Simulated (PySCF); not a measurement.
From computed data to an observable: oscillator strength and radiative lifetime

C₃H₁₀OSi₂, SMILES O[SiH2]CC([SiH3])=C.

Geometry optimised at PBE0-D3(BJ)/def2-SVP. This is a generated structure with no PubChem entry under its InChIKey; it may be hypothetical. The values are those of a single conformer.

TDA-LC-ωPBE/def2-SVPD (PySCF) puts the first singlet state with f over 0.02 at 6.85 eV (vertical), with the transition dipole (-0.225, 0.321, 0.826) in atomic units.

### Question
Find the oscillator strength, the wavelength and the radiative lifetime that this transition would have in vacuum if emission retraced absorption.

### Answer

|μ|² = 0.8359 au, so |μ| = 2.32 D. ΔE = 6.85/27.211 = 0.2517 hartree. f = (2/3) ΔE |μ|² = 0.140 (the program prints 0.140).
λ = 1239.84/6.85 = 181 nm; ν = 55249 cm⁻¹.
Einstein's coefficient A = 0.6670 ν² f s⁻¹ (ν in cm⁻¹) = 2.9e8 s⁻¹, so τ = 1/A = 3.5 ns. This state is S1. The figure is the radiative limit of this one transition; relaxation, internal conversion, crossing to triplets and a medium change what is measured.
